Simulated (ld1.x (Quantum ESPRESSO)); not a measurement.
**Before and after: RRKJ potential for V**

ld1.x (Quantum ESPRESSO) 7.5 input, shortened:

```
&input
   title='V', zed=23., rel=2, dft='PZ', iswitch=3,
   config='[Ar] 3d4 4s1 4p0', rel_dist='average'
 /
 &inputp
   pseudotype=2, tm=.false., rho0=0.01, lloc=0,
   nlcc=.false.
 /
3
3P  2  1   6.00   0.00  1.35  1.35  0.0
3D  3  2   4.00   0.00  2.10  2.10  0.0
4S  1  0   1.00   0.00  2.55  2.55  0.0
 &test
   configts(1)='3p6 3d4 4s1 4p0'
 /
```

Open shells are filled in proportion to 2j + 1 (rel_dist='average').

Change: all radii scaled by about 1.23 (s 3.12, p 1.66, d 2.58 bohr).

Cutoffs: the cutoffs (Ry, on a coarse ladder) from which the occupation-weighted sum of valence levels, in a spherical-Bessel basis at the reference potential, stays within 10 and 1 mRy of its value at 400 Ry; they do not see the model core or the augmentation charge, which bear on the density cutoff. Errors are all-electron minus pseudo energies relative to the spin-unpolarised reference configuration.

Task: How do hardness, ghosts and transferability respond?

Result: The potential gets softer (45 Ry and 80 Ry → 45 Ry and 50 Ry); of the 7 tests that both files solve, the error grows in 5 and shrinks in 2 by more than 15 % and 0.3 meV (median size 41.8 → 98.1 meV); neither file shows a bound ghost at the reference potential, the only one tested. A larger radius leaves more room for a smooth pseudo-wave, so fewer plane waves are needed.

| quantity | base | changed |
| --- | --- | --- |
| cutoff, loose | 45 Ry | 45 Ry |
| cutoff, tight | 80 Ry | 50 Ry |
| loose cutoff by channel (10 mRy a level) | p 40 Ry, d 35 Ry, s 6 Ry | p 35 Ry, d 25 Ry, s 6 Ry |
| bound ghosts | none | none |
| error for 3p6 3d3 4s2 4p0, meV [ΔE -0.54 eV] | -37 | +98 |
| error for 3p6 3d3 4s1 4p0, meV [ΔE 7.40 eV] | -42 | +56 |
| error for 3p6 3d3 4s0 4p0, meV [ΔE 21.95 eV] | -76 | -46 |
| error for 3p6 3d1 4s0 4p0, meV [ΔE 97.23 eV] | +979 | +3246 |
| error for 3p6 3d2 4s2 4p1, meV [ΔE 5.37 eV] | -880 | -113 |
| error for 3p6 3d2 4s0 4p0, meV [ΔE 51.10 eV] | -23 | +580 |
| error for 3p6 3d4 4s0 4p0, meV [ΔE 6.84 eV] | -1.2 | +12 |

Base: These tests converged, but a pseudo level misses the all-electron one widely, so the file describes the atom poorly there or has found another state: 3p6 3d1 4s0 4p0: empty 4p by 4.6 eV (a node warning on the way); 3p6 3d2 4s0 4p0: empty 4p by 2.8 eV. Changed file: These tests converged, but a pseudo level misses the all-electron one widely, so the file describes the atom poorly there or has found another state: 3p6 3d1 4s0 4p0: 3d by 4.2 eV; 3p6 3d2 4s0 4p0: empty 4p by 2.9 eV.
